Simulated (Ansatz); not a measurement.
Geometry optimisation, Ansatz, RKS B3LYP-D4/def2-SVP.

The input (input.yaml):

```yaml
crystal:
  periodic: [false, false, false]
  atoms:
    - { symbol: Si, position_ang: [-0.989982, 1.112395, -0.429719] }
    - { symbol: F, position_ang: [0.751197, 0.030142, -2.595143] }
    - { symbol: H, position_ang: [-0.34226, 2.217144, -1.176792] }
    - { symbol: H, position_ang: [-1.775779, 1.667391, 0.710079] }
    - { symbol: H, position_ang: [-1.888306, 0.303505, -1.292533] }
    - { symbol: H, position_ang: [1.207408, -0.126135, -1.82086] }
    - { symbol: O, position_ang: [0.268741, 0.120191, 0.222752] }
    - { symbol: Si, position_ang: [0.603767, -1.061764, 1.346527] }
    - { symbol: H, position_ang: [-0.001857, -0.739415, 2.669718] }
    - { symbol: H, position_ang: [0.082248, -2.380431, 0.882448] }
    - { symbol: H, position_ang: [2.084923, -1.143022, 1.483424] }
basis:
  gaussian: { orbitals: def2-SVP }
hamiltonian:
  xc: b3lyp
  dispersion: d4
relax:
  f_tol: 0.03
  max_steps: 50
```

Launched with:

```bash
$ ansatz run input.yaml --threads 2 --pin off --max-ram 3072MiB --backend cpu --events-out ev --progress --plain --runs-dir out
```

**Question.** Where does it end, and by what steps?

**Answer.** It converged. After 7 steps the energy has fallen by 0.165 eV; H6 moved furthest, 0.36 Å.

```tsv
step	energy less start (eV)	largest force component (eV/Å)	accepted
0	0.0000	1.063	yes
1	-0.0692	1.325	yes
2	-0.1302	1.067	yes
3	-0.1275	0.503	no
4	-0.1591	0.169	yes
5	-0.1636	0.065	yes
6	-0.1642	0.049	yes
7	-0.1650	0.007	yes
```

```xyz
11
Properties=species:S:1:pos:R:3
Si -1.000 1.090 -0.431
F 1.043 -0.073 -2.462
H -0.406 2.268 -1.107
H -1.706 1.509 0.813
H -1.946 0.375 -1.326
H 1.001 -0.129 -1.525
O 0.258 0.050 0.013
Si 0.609 -1.040 1.243
H 0.032 -0.538 2.521
H 0.027 -2.371 0.918
H 2.088 -1.140 1.342
```

Whether the end is a true minimum wasn't checked by a vibrational analysis.

The run took 20 s on 2 threads of Arm Neoverse V1 (shared host), peak memory 0.2 GiB.
